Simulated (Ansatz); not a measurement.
Basis sets compared for the cluster Na5. Charge 0, multiplicity 2. Geometry PBE/def2-SVP. Ansatz on 4 threads of Arm Neoverse V2 on a shared host; times are rough, and most runs start from earlier orbitals.

Cartesian coordinates in Å:
```
Na 0.6626 1.6273 1.8499
Na -0.4455 0.1078 -1.1389
Na -0.4358 -3.3099 -1.4384
Na -0.4764 3.5204 -0.7714
Na 0.6951 -1.9456 1.4988
```

At r2SCAN/def2-TZVP, r2SCAN/def2-TZVPD the charge 0 doublet is spin-contaminated (final ⟨S²⟩ up to 0.87, 0.75 for a pure state). The structure comes from a short search, and lower isomers may exist.

```
           level  functions  energy (Eh)  HOMO (eV)  LUMO (eV)  wall time
    PBE/def2-SVP         75    -810.5998      -2.70      -2.17      1.6 s
   PBE/def2-TZVP        160    -810.9009      -2.74      -2.21      2.8 s
r2SCAN/def2-TZVP        160    -811.3106      -2.83      -1.81       18 s
   PBE0/def2-SVP         75    -810.6704      -3.13      -1.67      3.3 s
  PBE0/def2-TZVP        160    -810.9681      -3.17      -1.69      4.6 s
```

Estimate the rows for PBE/def2-TZVPD, r2SCAN/def2-TZVPD, PBE0/def2-TZVPD.


```tsv
level	functions	energy (Eh)	HOMO (eV)	LUMO (eV)	wall time
PBE/def2-TZVPD	175	-810.9011	-2.74	-2.21	4.2 s
r2SCAN/def2-TZVPD	175	-811.3107	-2.83	-1.81	21 s
PBE0/def2-TZVPD	175	-810.9683	-3.17	-1.69	6 s
```
